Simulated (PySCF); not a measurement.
# The third ionisation energy along the 4p block

Calculated with PySCF 2.14 from differences of total energies of unrestricted determinants, without spin-orbit coupling. Values in eV. The last column holds reference values (NIST; (s) semi-empirical, (t) theoretical, else measured). Unmarked ones compare directly (S terms, centres of terms, or small fine structure); those marked * lie between the lowest fine-structure levels and include a spin-orbit shift.

| element | configurations | SCS-MP2 (valence and next inner shell) | CCSD (valence and next inner shell) | LDA | r2SCAN | MP2 (valence) | SCS-MP2 (valence) | reference |
| --- | --- | --- | --- | --- | --- | --- | --- | --- |
| Ga (aug-cc-pwCVDZ-PP with ECP10MDF, ECP) | [Ar] 3d10 4s1 → [Ar] 3d10 | 30.419 | 30.515 | 31.839 | 31.312 | n/a | n/a | 30.726 |
| Ge (aug-cc-pwCVDZ-PP with ECP10MDF, ECP) | [Ar] 3d10 4s2 → [Ar] 3d10 4s1 | 33.728 | 33.770 | 34.761 | 34.038 | 32.951 | 33.100 | 34.058 |
| As (aug-cc-pwCVDZ-PP with ECP10MDF, ECP) | [Ar] 3d10 4s2 4p1 → [Ar] 3d10 4s2 | 27.743 | 27.850 | 28.117 | 28.237 | 27.655 | 27.638 | 28.349 ± 0.012 * |
| Se (aug-cc-pwCVDZ-PP with ECP10MDF, ECP) | [Ar] 3d10 4s2 4p2 → [Ar] 3d10 4s2 4p1 | 31.310 | 31.398 | 31.619 | 31.752 | 31.278 | 31.206 | 31.697 ± 0.019 * |
| Br (aug-cc-pwCVDZ-PP with ECP10MDF, ECP) | [Ar] 3d10 4s2 4p3 → [Ar] 3d10 4s2 4p2 | 34.984 | 35.045 | 35.166 | 35.368 | 35.024 | 34.885 | 34.871 ± 0.019 * |
| Kr (aug-cc-pwCVDZ-PP with ECP10MDF, ECP) | [Ar] 3d10 4s2 4p4 → [Ar] 3d10 4s2 4p3 | 34.817 | 34.819 | 35.684 | 35.513 | 34.717 | 34.743 | 35.838 ± 0.02 * |

"Valence" correlates the outer s and p shells and, in groups 3 to 12 and the f block, the outer d or f shell, open or full, or the next shell where the ion has no valence electron left; the wider scheme adds the next inner shell.
